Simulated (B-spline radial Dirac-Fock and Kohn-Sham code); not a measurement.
## How the settings move the core levels of P

ΔSCF core binding energies without Breit or QED terms, calculated with a B-spline atomic structure program. Keys: rel is the Hamiltonian (dirac, or spin-free x2c and nr, where L3 and M5 stand for the whole 2p and 3d shells), method is hf or an exchange,correlation pair (spin-unpolarised, also for the hole states), nuc the nuclear model, radius_factor scales its radius, rmax is the box in bohr, h the logarithmic mesh step, order the B-spline order, points the quadrature points per cell, c_factor scales the speed of light, and damp, ndamp, maxit and tol steer the iteration. The run stops when the commutator error falls below 10·tol·max(1, Z/10), or the numerical noise floor, and the energy has settled to about 1e-8 Ha; the virial ratio is −V/T.

Base input:

```json
{"items": [{"Z": 15, "q": 0, "cfg": [[1, 0, 2], [2, 0, 2], [2, 1, 6], [3, 0, 2], [3, 1, 3]], "A": 31, "rrms": 3.1889, "do": "settings", "holes": ["K", "L3", "M5"],
  "settings": [{"rel": "dirac", "method": "hf", "nuc": "fermi", "radius_factor": 1.0, "rmax": 45.0, "h": 0.3, "order": 8, "points": 10, "c_factor": 1.0, "maxit": 60, "damp": 0.5, "ndamp": 3, "tol": 1e-08}]}]}
```

The ground state converged in 10 iterations, with total energy -341.49467 Ha, virial ratio 1.99504 and highest orbital energy -9.51 eV. ΔSCF binding energies: K (1s) 2154.5 eV, L3 (2p3/2) 138.3 eV. Holes are computed only in closed shells, and unreliable hole states are left out.

Changes from the base run:

| changed setting | Δ total energy (Ha) | Δ K (eV) | Δ L3 (eV) | iterations |
| --- | --- | --- | --- | --- |
| c_factor = 100.0 | ? | ? | ? | ? |
| method = "lda,vwn" | +0.70077 | +3.40 | +1.77 | 9 |
| nuc = "gauss" | 0.00000 | 0.00 | 0.00 | 10 |
| nuc = "gauss"; rmax = 30.0; tol = 0.0001 | 0.00000 | 0.00 | 0.00 | 8 |
| damp = 0.2 | 0.00000 | 0.00 | 0.00 | 10 |
| rmax = 30.0 | 0.00000 | 0.00 | 0.00 | 10 |
| h = 0.12; damp = 0.2; tol = 0.0001 | 0.00000 | 0.00 | 0.00 | 7 |
|  | 0.00000 | 0.00 | 0.00 | 10 |
| h = 0.18 | 0.00000 | 0.00 | 0.00 | 10 |
| tol = 0.0001 | 0.00000 | 0.00 | 0.00 | 8 |
| c_factor = 2.0 | +0.63546 | -4.80 | +0.26 | 10 |
| order = 5 | +0.00003 | 0.00 | 0.00 | 11 |
| method = "pw91,pw91"; rmax = 60.0; damp = 0.8 | -0.55432 | +12.78 | +1.94 | 11 |
| radius_factor = 2.0; c_factor = 2.0; tol = 0.0001 | +0.63622 | -4.81 | +0.26 | 8 |
| method = "pw91,pw91" | -0.55432 | +12.78 | +1.94 | 10 |

Question: What does the change c_factor = 100.0 do?

Answer: The total energy moves by +0.84596 Ha and the binding energies by K -6.40 eV, L3 +0.35 eV; the run takes 8 iterations.
